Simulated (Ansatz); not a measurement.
BeClH (SMILES [BeH][Cl]) moved off its minimum; all values from Ansatz (a quantum-chemistry and plane-wave program), cores frozen in correlated methods.
(charge 0, multiplicity 1)
```xyz
3

Be    -0.01019     0.00091    -1.35735
H     -0.00623     0.03317    -2.61483
Cl    -0.03610     0.00122     0.45207
```

Give the forces (eV/Å), the total energy and the dipole at CCSD(T)/aug-cc-pV(T+d)Z.


```tsv
atom	Fx	Fy	Fz
Be1	-0.023	0.013	1.243
H2	0.015	0.005	-1.227
Cl3	0.008	-0.018	-0.016
```
Energy -475.0860 hartree, dipole 0.59 D.
